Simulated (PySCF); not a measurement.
CH6Al2O4, SMILES [OH][Al]([OH])[CH2][Al]([OH])[OH].

Geometry optimised at PBE0-D3(BJ)/def2-SVP. The structure was generated by enumeration; whether it is a known compound was not checked. The values are those of a single conformer.

Calculation: r2SCAN/def2-TZVP run with PySCF.

The molecule is in vacuum.

Problem. Estimate the frontier levels, gap, dipole moment. (An estimate is asked for; the answer gives what the named calculation found.)

Solution. 
The highest occupied level comes out as -6.96 eV. The lowest empty level is -1.02 eV and the orbital gap is 5.94 eV. The dipole moment is 2.13 D and the quadrupole, principal values (traceless, Buckingham form, about the centre of nuclear charge) is -4.37, 0.63, 3.74 D·Å.
